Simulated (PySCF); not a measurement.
BeBrH₂N, SMILES [Be]([NH2])[Br]. Heavy atoms are numbered as in [Be:1]([Br:2])[NH2:3]. Hydrogens are named by the atom that carries them.

Geometry optimised at PBE0-D3(BJ)/def2-TZVP. Other conformers were not sampled.

All values below come from M06-2X/def2-TZVPD run with PySCF.

ESP charges are fitted to the potential on shells at 1.4 to 2.0 van der Waals radii. Atomic charges (e), one atom of each kind:

```
atom        IAO  ESP fit
--------  -----  -------
Be1        1.50     0.78
Br2       -0.72    -0.34
N3 (NH2)  -1.33    -1.34
H on N3    0.27     0.45
```
